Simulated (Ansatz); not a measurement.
`S[SiH2][GaH2]` + HBr → `[GaH2][Br]` + `[SiH3]S` at 500 K and 1 bar (cleavage of the Ga–Si bond).

Gas-phase electronic energies from Ansatz, PBE0-D4/def2-TZVP geometries. CCSD(T)/CBS is the MP2 limit (def2-TZVPP, def2-QZVPP) plus CCSD(T) − MP2 in def2-TZVPP, frozen cores. For Br, Ga outer-core shells are correlated without core-valence functions, which leaves a few kJ/mol of doubt a bond. Scalar relativity is left out up to krypton. One conformer a species, not always the lowest.

| species | CCSD(T)/CBS energy (Eh) | H − E (kJ/mol) | S (J/(mol·K)) |
| --- | --- | --- | --- |
| `S[SiH2][GaH2]` | -2613.80410 | 147.9 | 411.1 |
| HBr | -2573.91920 | 30.5 | 213.7 |
| `[GaH2][Br]` | -4498.49736 | 60.9 | 306.0 |
| `[SiH3]S` | -689.27336 | 117.6 | 310.5 |

H − E and S are ideal-gas, rigid-rotor, harmonic terms from PBE0-D4/def2-TZVP, for one conformer and one mirror image of each species. 1 Eh = 2625.50 kJ/mol, R = 8.31446 J/(mol·K).

Question: By hand: ΔE, ΔH, ΔS and ΔG.

Answer: ΔE = (-4498.49736) + (-689.27336) − (-2613.80410) − (-2573.91920) = -0.04742 Eh = -124.5 kJ/mol. Δ(H − E) = 60.9 + 117.6 − 147.9 − 30.5 = 0.1, so ΔH = -124.4 kJ/mol. ΔS = 306.0 + 310.5 − 411.1 − 213.7 = -8.3 J/(mol·K). ΔG = -124.4 − 500 × (-8.3)/1000 = -120.2 kJ/mol.

Question: By hand: the equilibrium constant, and the temperature at which ΔG would vanish if ΔH and ΔS stayed fixed.

Answer: log₁₀ K = −ΔG/(RT ln 10) = 12.6. ΔG = 0 at ΔH/ΔS = 14988 K, far beyond where these terms or the molecules hold.

The number of gas molecules stays the same, so ΔS is small and ΔH decides. A doubt of 5 kJ/mol in ΔE shifts log₁₀ K by 0.5 here. Other conformers and mirror images would add mixing entropy, several J/(mol·K) or more a flexible species. Modes under 60 cm⁻¹, often nearly free rotors, make the harmonic entropy too high. These are equilibria of isolated gas molecules and say nothing of rates. Largest T1 diagnostic: 0.013 (customary marks: 0.02 for closed shells, 0.045 for open ones).
